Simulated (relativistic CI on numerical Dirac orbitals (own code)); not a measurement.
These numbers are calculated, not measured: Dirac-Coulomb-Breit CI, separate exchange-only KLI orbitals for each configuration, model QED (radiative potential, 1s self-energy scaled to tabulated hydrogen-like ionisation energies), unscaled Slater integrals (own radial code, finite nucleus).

CI space (outside the closed core 1s2): 2s, 2p, 3s, 3p, 3d, 4s, 4p, 4d, 4f, 5s, 5p, 5d, 5f, 5g, 6s, 6p, 6d. Levels of other configurations are missing.

At this charge energies of transitions that change n are usually good to better than 1 %, and those within a shell (Δn = 0) to a few per cent.

Outline of the computed level scheme of Mo XL. Lowest level of each configuration: 2s 2S_1/2 at 0.00 eV; 2p 2P°_1/2 at 86.27 eV; 3s 2S_1/2 at 3206.74 eV; 3p 2P°_1/2 at 3230.65 eV; 3d 2D_3/2 at 3276.33 eV; 4s 2S_1/2 at 4313.90 eV; 4p 2P°_1/2 at 4323.73 eV; 4d 2D_3/2 at 4342.92 eV; 4f 2F°_5/2 at 4348.02 eV.

Some strong electric-dipole decays among the lowest 15 levels: 3d 2D_5/2 → 2p 2P°_3/2 (1.7e+14 s⁻¹); 3d 2D_3/2 → 2p 2P°_1/2 (1.4e+14 s⁻¹); 3p 2P°_1/2 → 2s 2S_1/2 (6.1e+13 s⁻¹); 3p 2P°_3/2 → 2s 2S_1/2 (5.5e+13 s⁻¹); 4d 2D_5/2 → 2p 2P°_3/2 (5.4e+13 s⁻¹); 4d 2D_3/2 → 2p 2P°_1/2 (4.8e+13 s⁻¹); 4f 2F°_7/2 → 3d 2D_5/2 (3.5e+13 s⁻¹); 4f 2F°_5/2 → 3d 2D_3/2 (3.3e+13 s⁻¹).
